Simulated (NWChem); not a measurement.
All runs are NWChem calculations. System: C$_{3}$H$_{7}$, charge 0, spin multiplicity 2, displaced from the optimised geometry. The structure started from a generated list of species. Its SCF solution wasn't tested for a lower state. Level: UBLYP/def2-TZVP.

Part of the output:

```
             Northwest Computational Chemistry Package (NWChem) 7.3.0
             --------------------------------------------------------

                                NWChem Input Module
                                -------------------

 Scaling coordinates for geometry "geometry" by  1.889725989
 (inverse scale =  0.529177249)

                             Geometry "geometry" -> ""
                             -------------------------

 Output coordinates in angstroms (scale by  1.889725989 to convert to a.u.)

  No.       Tag          Charge          X              Y              Z
 ---- ---------------- ---------- -------------- -------------- --------------
    1 C                    6.0000     0.33759600     1.32545600     0.00000000
    2 C                    6.0000    -0.55964200     0.09793400     0.00000000
    3 C                    6.0000     0.20979000    -1.26006100     0.00000000
    4 H                    1.0000    -0.10105200     2.35098500     0.00000000
    5 H                    1.0000     1.44951600     1.23426400     0.00000000
    6 H                    1.0000    -1.25782000     0.13680700     0.89130000
    7 H                    1.0000    -1.25782000     0.13680700    -0.89130000
    8 H                    1.0000     0.86833600    -1.35235400    -0.90687400
    9 H                    1.0000    -0.49596400    -2.13412900     0.00000000
   10 H                    1.0000     0.86833600    -1.35235400     0.90687400

 Effective nuclear repulsion energy (a.u.)      74.0415589874

            Nuclear Dipole moment (a.u.)
            ----------------------------
        X                 Y               Z
 ---------------- ---------------- ----------------
    -0.0000075589     0.0000000000     0.0000000000


 Summary of "ao basis" -> "" (spherical)
 ------------------------------------------------------------------------------
       Tag                 Description            Shells   Functions and Types
 ---------------- ------------------------------  ------  ---------------------
 *                         def2-tzvp                  on all atoms

                                 NWChem DFT Module
                                 -----------------

 Summary of "ao basis" -> "ao basis" (spherical)
 ------------------------------------------------------------------------------
       Tag                 Description            Shells   Functions and Types
 ---------------- ------------------------------  ------  ---------------------
[...]
     2   2 0 0    -15.689265    -26.314712    -24.573170     35.198617
     2   1 1 0     -0.134995     -2.164288     -0.424339      2.453632
     2   1 0 1     -0.000001      0.000000     -0.000002      0.000000
     2   0 2 0    -16.278465    -74.737828    -68.046554    126.505918
     2   0 1 1     -0.000000      0.000000     -0.000000      0.000000
     2   0 0 2    -16.644450    -15.445539    -12.746562     11.547652

            General Information
            -------------------
          SCF calculation type: DFT
          Wavefunction type:  spin polarized.
          No. of atoms     :    10
          No. of electrons :    25
           Alpha electrons :    13
            Beta electrons :    12
          Charge           :     0
          Spin multiplicity:     2
          Use of symmetry is: off; symmetry adaption is: off
          Maximum number of iterations: 100
          AO basis - number of functions:   135
                     number of shells:    61
          Convergence on energy requested:  1.00D-06
          Convergence on density requested:  1.00D-05
          Convergence on gradient requested:  5.00D-04

              XC Information
              --------------
                    Becke 1988 Exchange Functional  1.000
              Lee-Yang-Parr Correlation Functional  1.000

             Grid Information
             ----------------
          Grid used for XC integration:  medium
          Radial quadrature: Mura-Knowles
          Angular quadrature: Lebedev.
          Tag              B.-S. Rad. Rad. Pts. Rad. Cut. Ang. Pts.
          ---              ---------- --------- --------- ---------
          C                   0.70       49          11.0       434
          H                   0.35       45          12.0       434
          Grid pruning is: on
          Number of quadrature shells:   462
          Spatial weights used:  Erf1

          Convergence Information
          -----------------------
          Convergence aids based upon iterative change in
          total energy or number of iterations.
          Levelshifting, if invoked, occurs when the
          HOMO/LUMO gap drops below (HL_TOL):  1.00D-02
          DIIS, if invoked, will attempt to extrapolate
          using up to (NFOCK): 10 stored Fock matrices.

                    Damping( 0%)  Levelshifting(0.5)       DIIS
                  --------------- ------------------- ---------------
          dE  on:    start            ASAP                start
          dE off:    2 iters        100 iters           100 iters

      Screening Tolerance Information
      -------------------------------
          Density screening/tol_rho:  1.00D-10
          AO Gaussian exp screening on grid/accAOfunc:  14
          CD Gaussian exp screening on grid/accCDfunc:  20
          XC Gaussian exp screening on grid/accXCfunc:  20
          Schwarz screening/accCoul:  1.00D-08

                            NWChem DFT Gradient Module
                            --------------------------

  charge          =   0.00
  wavefunction    = open shell

                         DFT ENERGY GRADIENTS

    atom               coordinates                        gradient
                 x          y          z           x          y          z
   1 C       0.637964   2.504749   0.000000   -0.000986  -0.000892  -0.000000
   2 C      -1.057570   0.185068   0.000000    0.003407  -0.003644   0.000000
   3 C       0.396446  -2.381170   0.000000   -0.003595   0.004518   0.000000
   4 H      -0.190961   4.442717   0.000000   -0.006340   0.015233  -0.000000
   5 H       2.739188   2.332421   0.000000    0.016667  -0.001069  -0.000000
   6 H      -2.376935   0.258528   1.684313   -0.009125   0.000562   0.010802
   7 H      -2.376935   0.258528  -1.684313   -0.009125   0.000562  -0.010802
   8 H       1.640917  -2.555578  -1.713743    0.008965  -0.001620  -0.011857
   9 H      -0.937236  -4.032919   0.000000   -0.008835  -0.012030  -0.000000
  10 H       1.640917  -2.555578   1.713743    0.008965  -0.001620   0.011857

                 ----------------------------------------
                 |  Time  |  1-e(secs)   |  2-e(secs)   |
                 ----------------------------------------
                 |  CPU   |       0.03   |      10.18   |
                 ----------------------------------------
                 |  WALL  |       0.03   |      10.18   |
                 ----------------------------------------

 Task  times  cpu:       73.5s     wall:       73.5s

 Total times  cpu:       73.6s     wall:       73.6s
```

### Question
Write an NWChem input that would produce this output.

### Answer
Several could match; the one computed here: 
```
start mol
memory heap 200 mb stack 900 mb global 1100 mb
geometry units angstroms nocenter noautoz noautosym
  C      0.337596     1.325456     0.000000
  C     -0.559642     0.097934     0.000000
  C      0.209790    -1.260061     0.000000
  H     -0.101052     2.350985     0.000000
  H      1.449516     1.234264     0.000000
  H     -1.257820     0.136807     0.891300
  H     -1.257820     0.136807    -0.891300
  H      0.868336    -1.352354    -0.906874
  H     -0.495964    -2.134129     0.000000
  H      0.868336    -1.352354     0.906874
end
basis spherical
  * library def2-tzvp
end
dft
  xc becke88 lyp
  odft
  mult 2
  semidirect memsize 60000000 filesize 0
  iterations 100
end
task dft gradient
```
